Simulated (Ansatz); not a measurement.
Correlation energies of `[SeH][InH2]` by basis set

Z-matrix (Å, degrees):
```
In
Se 1 2.508
H 1 1.712 2 116.6
H 1 1.712 2 114.2 3 180.0
H 2 1.468 1 92.9 3 0.0
```

Charge 0, multiplicity 1. Correlated methods include outer-core shells of In, Se, which these sets cover unevenly. Scalar relativity is left out up to krypton. In takes the def2 core potential. Geometry: relaxed with PBE0-D4/def2-TZVP. Frozen core, restricted reference, the Gaussian-basis code of Ansatz.

| basis | HF (Eh) | MP2 corr. |
| --- | --- | --- |
| def2-SVP | -2590.51272 | -0.33073 |
| def2-TZVPP | -2590.81955 | -0.56861 |
| def2-QZVPP | -2590.86838 | -1.06072 |

(1) Estimate the CCSD correlation energy and the (T) correction in each basis where they were run (hartree).

Results:

(1) 
```tsv
basis	CCSD corr.	(T)
def2-SVP	-0.35370	-0.00951
def2-TZVPP	-0.58185	-0.01868
def2-QZVPP	-1.02706	-0.02721
```
